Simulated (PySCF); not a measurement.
Hf(Cl)2(OH) (Cl2HHfO), SMILES [Hf]([OH])([Cl])[Cl] (connectivity only; charge and spin as stated), neutral, multiplicity 2.

Coordinates come from a PBE0-D3(BJ)/def2-SVP optimisation. The spin state was assumed, not searched. The isomer is the one that the SMILES or the coordinates give; other isomers of the formula were not compared. The def2 effective core potentials stand for the cores of Hf; spin–orbit coupling is left out. One conformer was computed; it need not be the lowest.

These are TDA-LC-ωPBE/def2-SVPD in PySCF 2.14.0 values and carry that method's errors.

Vertical excitations. 

```json
[
 {"state": "root 1", "energy (eV)": "1.48", "λ (nm)": "839", "f": "0.000", "main pairs": "α HOMO→LUMO 98 %"},
 {"state": "root 2", "energy (eV)": "2.03", "λ (nm)": "612", "f": "0.001", "main pairs": "α HOMO→LUMO+1 56 %, α HOMO→LUMO+3 42 %"},
 {"state": "root 3", "energy (eV)": "3.07", "λ (nm)": "403", "f": "0.005", "main pairs": "α HOMO→LUMO+4 87 %"},
 {"state": "root 4", "energy (eV)": "3.40", "λ (nm)": "364", "f": "0.003", "main pairs": "α HOMO→LUMO+7 74 %, α HOMO→LUMO+5 21 %"},
 {"state": "root 5", "energy (eV)": "4.55", "λ (nm)": "272", "f": "0.265", "main pairs": "α HOMO→LUMO+3 51 %, α HOMO→LUMO+1 40 %"},
 {"state": "root 6", "energy (eV)": "5.08", "λ (nm)": "244", "f": "0.001", "main pairs": "α HOMO→LUMO+2 69 %, α HOMO→LUMO+13 14 %"},
 {"state": "root 7", "energy (eV)": "6.23", "λ (nm)": "199", "f": "0.029", "main pairs": "α HOMO→LUMO+6 69 %, α HOMO→LUMO+2 15 %"},
 {"state": "root 8", "energy (eV)": "6.46", "λ (nm)": "192", "f": "0.035", "main pairs": "α HOMO→LUMO+5 70 %, α HOMO→LUMO+7 14 %"},
 {"state": "root 9", "energy (eV)": "6.76", "λ (nm)": "183", "f": "0.000", "main pairs": "α HOMO−1→LUMO 82 %"},
 {"state": "root 10", "energy (eV)": "6.82", "λ (nm)": "182", "f": "0.017", "main pairs": "α HOMO−2→LUMO 54 %, α HOMO−3→LUMO+1 13 %, β HOMO−1→LUMO+1 17 %"}
]
```
Unrestricted roots are not spin-pure.
